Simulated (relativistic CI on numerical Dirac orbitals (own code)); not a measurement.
# Sensitivity of the levels of Yb XXXI to α and to the nuclear radius

Calculated at this level of theory: Dirac-Coulomb-Breit CI, orbitals from a KLI potential per configuration, derivatives by finite differences, unscaled Slater integrals, QED left out (own radial code, finite nucleus).

Configuration list (outside the closed core [Ar] 3d10 4s2): 4p6 4d4, 4p5 4d5, 4p6 4d3 4f, 4p6 4d2 5s2, 4p6 4d 4f 5s2. Double excitations out of closed p, d and f shells are left out; levels of such configurations are missing from the list, as are those of other unlisted configurations, and high levels can miss mixing partners.

With x = (α/α₀)² − 1 an excitation energy changes as ω = ω₀ + qx; K = 2q/ω₀ is the relative enhancement. Terms are leading LS components, so labels can repeat. The field-shift factor is F = δν/δ⟨r²⟩ for the transition from the lowest level.

Lowest level 4p6 4d4 3P_0.

| Level | ω₀ (cm⁻¹) | q (cm⁻¹) | F (GHz/fm²) |
| --- | --- | --- | --- |
| 4p6 4d4 5D_1 | 76980 | 104300 | 2.21 |
| 4p6 4d4 5D_2 | 113108 | 125300 | 2.77 |
| 4p6 4d4 3F_4 | 116934 | 103900 | 2.43 |
| 4p6 4d4 5D_3 | 126462 | 120700 | 2.77 |
| 4p6 4d4 5D_0 | 184625 | 202400 | 4.49 |
| 4p6 4d4 5D_4 | 192685 | 207600 | 4.62 |
| 4p6 4d4 3F_2 | 195057 | 185000 | 4.25 |
| 4p6 4d4 3G_3 | 199433 | 200000 | 4.53 |
| 4p6 4d4 3H_5 | 213564 | 203500 | 4.68 |
| 4p6 4d4 3P_1 | 222184 | 210500 | 4.84 |
| 4p6 4d4 3H_6 | 223781 | 204500 | 4.75 |
| 4p6 4d4 3G_4 | 238153 | 207500 | 4.88 |
| 4p6 4d4 3F_3 | 239799 | 199100 | 4.75 |
| 4p6 4d4 3D_2 | 242034 | 207700 | 4.91 |
| 4p6 4d4 3F_2 | 277608 | 212500 | 5.2 |
| 4p6 4d4 3F_4 | 283208 | 252100 | 5.9 |
| 4p6 4d4 3F_3 | 307866 | 302300 | 6.89 |
| 4p6 4d4 1G_4 | 313554 | 262000 | 6.24 |
| 4p6 4d4 3P_2 | 322458 | 226600 | 5.7 |
| 4p6 4d4 3D_1 | 323533 | 301500 | 6.97 |
| 4p6 4d4 3G_5 | 324099 | 309600 | 7.11 |
| 4p6 4d4 1I_6 | 327966 | 307500 | 7.1 |
| 4p6 4d4 3P_0 | 343252 | 273700 | 6.62 |

At this charge energies of transitions that change n are usually good to better than 1 %, and those within a shell (Δn = 0) to a few per cent. Terms inside the open d or f shell come out 10 to 20 % too wide with unscaled integrals.

Question: Which transition from the lowest level has the largest |K|?

Answer: 4p6 4d4 5D_1 at 76980 cm⁻¹, K = 2.71.
